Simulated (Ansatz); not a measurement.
Cost against result

The pair of K⁺ (SMILES [K+], atom 1) and CH4O (SMILES CO, atoms 2–7), both closed shells, in one local arrangement (a lower one may exist), relaxed at PBE0-D4/def2-TZVP:

```xyz
7
angstrom
K 0.1703 -0.3580 -2.9560
C 0.0731 0.3857 0.6357
O -0.1718 -0.5921 -0.3832
H -0.8462 0.6303 1.1710
H 0.4418 1.2857 0.1443
H 0.8305 0.0352 1.3392
H -0.4975 -1.3867 0.0492
```

Interaction energies are counterpoise-corrected; the time is that of the whole pair.

Program: Ansatz 0.2.0. Basis: as named in each row. Cores are frozen in the correlated methods. The outer core shell of Li, Na, Mg and K is correlated. The def2 sets are not built for correlating such inner shells, so the correlated values are less sure here. B3LYP uses VWN-RPA correlation. Extrapolation: Hartree–Fock as exp(−7.88 √X), correlation as X^−2.97.

Times are rough, for one single point on 2 threads of a shared host (Arm Neoverse V2).

The estimate by CCSD(T) at an estimated basis limit (MP2 extrapolated from triple and quadruple zeta, plus CCSD(T) − MP2 in triple zeta) is -79.7 kJ/mol.

```tsv
method	basis	time (s)	interaction energy (kJ/mol)	method less estimate
HF	STO-3G	under 1	-67.8	11.9
PBE-D4	STO-3G	under 1	-86.5	-6.8
SPW92	def2-SVP	under 1	-94.0	-14.3
PBE-D4	def2-SVP	under 1	-83.4	-3.7
PBE0-D4	def2-SVP	under 1	-85.6	-5.9
B3LYP-D4	6-31G	1	-102.7	-23.0
CCSD(T)	def2-SVP	1	-79.0	0.7
PBE-D4	def2-TZVPPD	2	-76.9	2.7
revPBE-D4	def2-TZVPPD	2	-72.3	7.4
BLYP-D4	def2-TZVPPD	2	-76.8	2.9
PBE0-D4	def2-TZVPPD	2	-78.7	1.0
HSE06-D4	def2-TZVPPD	2	-78.6	1.1
B3LYP-D4	def2-TZVPPD	3	-79.6	0.1
r2SCAN-D4	def2-TZVPPD	4	-76.8	2.9
B2PLYP	def2-TZVPPD	4	-76.7	3.0
wB97M-V	def2-SVP	5	-85.7	-6.0
wB97X-V	def2-TZVPPD	8	-78.8	0.9
MP2	def2-QZVPPD	9	-79.0	0.7
wB97M-V	def2-TZVPPD	10	-78.7	1.0
B97M-V	def2-TZVPPD	10	-76.3	3.3
CCSD(T)	def2-TZVPPD	29	-75.1	4.5
```

T1 diagnostic: at most 0.011.
